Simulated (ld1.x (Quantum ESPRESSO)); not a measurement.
**What one change does to a pseudopotential (K, TM)**

K, norm-conserving Troullier–Martins (Kleinman–Bylander form), made with ld1.x (Quantum ESPRESSO) 7.5 (PBE, fully relativistic). Core [Ne] 3s2, reference 3p6 4s1 4p0. Waves: 4s (bound): rc 3.55 bohr; 3p (bound): rc 1.55 bohr; 3d channel at 0.15 Ry: rc 3.70 bohr. Local part: the d channel. Core correction: a·sin(br)/r model core, default radius (core density twice the valence density).

Open shells are filled in proportion to 2j + 1 (rel_dist='average').

Change: wave 3d channel at 0.15 Ry: rc 3.70 bohr becomes 3d channel at -0.18 Ry: rc 3.70 bohr.

Cutoffs: the cutoffs (Ry, on a coarse ladder) from which the occupation-weighted sum of valence levels, in a spherical-Bessel basis at the reference potential, stays within 10 and 1 mRy of its value at 400 Ry; they do not see the model core or the augmentation charge, which bear on the density cutoff. Errors are all-electron minus pseudo energies relative to the spin-unpolarised reference configuration.

Question: What does the change do?

Answer: The potential gets neither clearly harder nor softer (25 Ry and 50 Ry → 25 Ry and 50 Ry); the bound ghosts move from p, s to s; of the 3 tests that both files solve, the error grows in 1 and shrinks in 0 by more than 15 % and 0.3 meV (median size 0.1 → 0.3 meV).

| quantity | base | changed |
| --- | --- | --- |
| cutoff, loose | 25 Ry | 25 Ry |
| cutoff, tight | 50 Ry | 50 Ry |
| loose cutoff by channel (10 mRy a level) | s 8 Ry, p 21 Ry | s 6 Ry, p 21 Ry |
| bound ghosts | p1/2, s | s |
| tests counted (converged, no solver errors) | 3 of 4 | 3 of 4 |
| error for 3p6 4s0 4p0, meV [ΔE 4.31 eV] | -0.1 | +0.3 |
| error for 3p6 4s0.5 4p0, meV [ΔE 1.64 eV] | 0.0 | -0.1 |
| error for 3p6 4s0 4p1, meV [ΔE 1.55 eV] | -163 | +472 |
| s: phases at 4.00 bohr within 0.05 rad from the reference energy up to (Ry; the scan ends near 5) | n/a | n/a |
| p1/2: phases at 4.00 bohr within 0.05 rad from the reference energy up to (Ry; the scan ends near 5) | -0.3 | -0.4 |
| p3/2: phases at 4.00 bohr within 0.05 rad from the reference energy up to (Ry; the scan ends near 5) | -0.3 | -0.4 |
| d3/2: phases at 4.00 bohr within 0.05 rad from the reference energy up to (Ry; the scan ends near 5) | 0.5 | 0.0 |
| d5/2: phases at 4.00 bohr within 0.05 rad from the reference energy up to (Ry; the scan ends near 5) | 0.5 | 0.0 |

Base: Tests not counted: 3p5 4s1 4p0 (solver errors, printed error -3.2 eV). Changed file: Tests not counted: 3p5 4s1 4p0 (solver errors, printed error -2.4 eV). A true bound ghost makes a file unfit for plane-wave use even where its test errors are small: the radial tests pick states by their node count and pass the ghost by. Where a test does run into it, the solver fails or the error is huge.
